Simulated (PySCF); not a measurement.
# Trend along the chalcogens: MAs molecules

PBE with triple-zeta basis sets in PySCF, for the lowest determinant that a PBE0 search found; no spin–orbit coupling. De refers to high-spin ground-configuration atoms. A positive dipole means M(−)As(+).

```csv
M,basis,state (unpaired electrons),Re (Å),ωe (cm⁻¹),De (eV),μ (D)
O,def2-TZVPP,doublet (π ↑),1.643,956,5.53,2.45
S,def2-TZVPP,doublet (π ↑),2.038,562,4.40,1.19
Se,x2c-TZVPPall,doublet (π ↑),2.168,392,3.87,0.73
```

The shortest bond is that of AsO (1.643 Å), the longest that of AsSe (2.168 Å). AsO is bound most strongly (5.53 eV) and AsSe least (3.87 eV).

The rows differ in basis set, which adds steps of its own.

Down a group the atoms grow and get heavier, so bonds lengthen and wavenumbers fall; this series shows no clear exception.

Spin–orbit coupling is left out. States were picked by a PBE0 search and need not be the measured ground states.
